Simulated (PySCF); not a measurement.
Compound: H12N4Zn (charge +2 and singlet state).
Bonds: N1–Zn2, Zn2–N3, Zn2–N4, Zn2–N5. Hydrogens: H6, H7, H8 on N1; H9, H10, H11 on N3; H12, H13, H14 on N4; H15, H16, H17 on N5.

Computed with PBE0-D3(BJ)/def2-SVP geometry optimisation, gas phase (PySCF).

Question: How far are the bound atoms from Zn2?

Answer: 4 atoms: N1 2.071 Å, N4 2.071 Å, N3 2.071 Å, N5 2.071 Å. The nearest atom not counted as bound is H14, at 2.66 Å (others tie with it).

Question: List the angles at Zn2.

Answer: 
```json
{"angle": "N1–Zn2–N4", "degrees": "110.8", "distance of the outer atoms (Å)": "3.41"}
{"angle": "N3–Zn2–N4", "degrees": "109.7", "distance of the outer atoms (Å)": "3.39"}
{"angle": "N1–Zn2–N5", "degrees": "109.4", "distance of the outer atoms (Å)": "3.38"}
{"angle": "N1–Zn2–N3", "degrees": "109.1", "distance of the outer atoms (Å)": "3.37"}
{"angle": "N4–Zn2–N5", "degrees": "109.0", "distance of the outer atoms (Å)": "3.37"}
{"angle": "N3–Zn2–N5", "degrees": "108.9", "distance of the outer atoms (Å)": "3.37"}
```

Question: What is the shape at Zn2?

Answer: Tetrahedral: angles from 108.9° to 110.8°; τ4 = (360° − α − β)/141° = 0.99 with α and β the two widest (0 for a square, 1 for a tetrahedron).

Question: What are the other bond lengths?

Answer: N1–H6 and 11 like bonds 1.026 Å.

Charge +2, singlet. The ion is multiply charged and computed without counter-ions or solvent. Stationary, but not proved a minimum.
